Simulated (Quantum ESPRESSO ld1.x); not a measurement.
Species: As. Configuration: [Ar] 3d9 4s0.5 4p5.5 (fractional occupations, a model configuration). Calculated with ld1.x of Quantum ESPRESSO 7.5: scalar-relativistic Kohn-Sham, LDA (Slater exchange, Perdew-Wang correlation), spin-polarised, spherical densities, point nucleus; open shells are filled with parallel spins first.

Normalised radial functions P(r) = r R(r), r in bohr:

r	4s down
0.002287	0.0356
0.003002	0.0453
0.00394	0.0571
0.005172	0.0712
0.006789	0.0875
0.008911	0.1055
0.0117	0.1238
0.01523	0.1395
0.01999	0.1495
0.02624	0.1471
0.03444	0.1248
0.04521	0.0752
0.05934	-0.0048
0.07789	-0.1073
0.1022	-0.2063
0.1342	-0.2559
0.1761	-0.2050
0.2312	-0.0321
0.3035	0.2113
0.3983	0.3923
0.5228	0.3638
0.6863	0.0797
0.9008	-0.3475
1.173	-0.7006
1.54	-0.8346
2.021	-0.7124
2.652	-0.4540
3.482	-0.2137
4.57	-0.0708
5.998	-0.0152
7.873	-0.0019

4s down (empty): eigenvalue -17.556 eV, 3 radial nodes at r = 0.0585, 0.240, 0.724 bohr, <r> = 1.82 bohr, 90 % of the charge inside 2.72 bohr.
